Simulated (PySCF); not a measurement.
Isomers of C5H11NOSi, one GFN2-xTB conformer each. Single-point energies are computed at PBE0/pcSseg-1 (PySCF, gas phase, no added dispersion term), electronic only.

Question: Rank them by PBE0/pcSseg-1 energy, lowest first (kJ/mol).
A. `[CH:1]#[C:2][Si@:3]([CH3:4])([NH2:5])[CH2:6][O:7][CH3:8]` with C2–Si3–N5–H -148° and 72°, C2–Si3–C6–O7 176°, Si3–C6–O7–C8 180°
B. `[CH2:1]=[CH:2][CH2:3][NH:4][C:5](=[O:6])[SiH2:7][CH3:8]` with C1–C2–C3–N4 127°, C2–C3–N4–C5 120°, C3–N4–C5–O6 3°, N4–C5–Si7–C8 -112°
C. `[CH2:1]=[N:2][C:3](=[O:4])[CH2:5][CH2:6][SiH2:7][CH3:8]` with C1–N2–C3–O4 93°, N2–C3–C5–C6 -147°, C3–C5–C6–Si7 -46°, C5–C6–Si7–C8 -147°
D. `[CH3:1][C:2](=[O:3])[NH:4][CH:5]1[CH2:6][SiH2:7][CH2:8]1` with C1–C2–N4–C5 180°, C2–N4–C5–C6 -122°, N4–C5–C6–Si7 -137°, C5–C6–Si7–C8 12°, C6–Si7–C8–C5 -12°, N4–C5–C8–Si7 137°
E. `[CH3:1][C:2]([CH3:3])([CH3:4])[O:5][SiH2:6][C:7]#[N:8]` with C2–O5–Si6–C7 -50°

Answer: E (0.0), D (58.9), B (86.4), C (119.0), A (162.6).

As drawn, the lowest has a C≡N group and an Si–O bond, which the highest lacks; the highest has a C≡C bond and an N–H bond, which the lowest lacks. GFN2-xTB itself gives, in the same order: 0.0, 72.4, 162.0, 150.8, 285.0. Both levels put the same isomer lowest; measured from each level's own lowest isomer, the values differ by up to 122.4 kJ/mol (C#C[Si@](C)(N)COC: 285.0 against 162.6).

Q: Which frontier levels, dipoles and rotational constants go with these structures?

A: 
```
            SMILES  HOMO (eV, PBE0/pcSseg-1)  LUMO (eV)  dipole (D)       A, B, C (MHz)
CC(C)(C)O[SiH2]C#N                     -8.59      -0.74        3.44   2773, 1102, 963.4
CC(=O)NC1C[SiH2]C1                     -7.18       0.23        3.73  4851, 774.8, 765.3
 C=CCNC(=O)[SiH2]C                     -6.84      -0.21        3.19  4566, 661.2, 630.7
 C=NC(=O)CC[SiH2]C                     -7.43      -1.33        4.54  5325, 782.1, 716.2
 C#C[Si@](C)(N)COC                     -7.16       0.28        0.72  2524, 937.7, 877.1
```
